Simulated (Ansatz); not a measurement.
One change: `N#C[SiH]1CS1` becomes `P[SiH]1CS1`.

Ansatz, PBE0-D4/def2-TZVP geometries, multiplicity 1. Each molecule was computed in one conformer, which needn't be the lowest.

```csv
property,`N#C[SiH]1CS1`
size of the dipole moment (B3LYP/def2-TZVPP) / D,3.25
LUMO energy (B3LYP/def2-TZVPP) / eV,-1.77
zero-point energy (PBE0-D4/def2-TZVP) / kJ/mol,120.1
HOMO–LUMO gap (PBE/def2-TZVPP) / eV,4.00
HOMO energy (PBE0/def2-TZVPP) / eV,-7.66
size of the dipole moment (PBE/def2-TZVPP) / D,3.22
```

Task: Give the same properties after the change, and the shifts. (Best estimate.)

Result: The calculation gave: 
```csv
property,`P[SiH]1CS1`,shift
size of the dipole moment (B3LYP/def2-TZVPP) / D,1.25,-2.00
LUMO energy (B3LYP/def2-TZVPP) / eV,-0.74,1.03
zero-point energy (PBE0-D4/def2-TZVP) / kJ/mol,144.5,24.4
HOMO–LUMO gap (PBE/def2-TZVPP) / eV,4.31,0.31
HOMO energy (PBE0/def2-TZVPP) / eV,-6.86,0.80
size of the dipole moment (PBE/def2-TZVPP) / D,1.09,-2.13
```

With PBE0 the HOMO rises by 0.80 eV and the LUMO rises by 1.02 eV, so the gap widens by about 0.22 eV. PBE moves the HOMO by 0.75 eV and ωB97M-V by 0.86 eV. The zero-point energy changes by 24.4 kJ/mol with +3 modes. Dipoles are sizes alone; their direction can turn.

B3LYP here is the variant with VWN-RPA as its local correlation; programs differ in this.
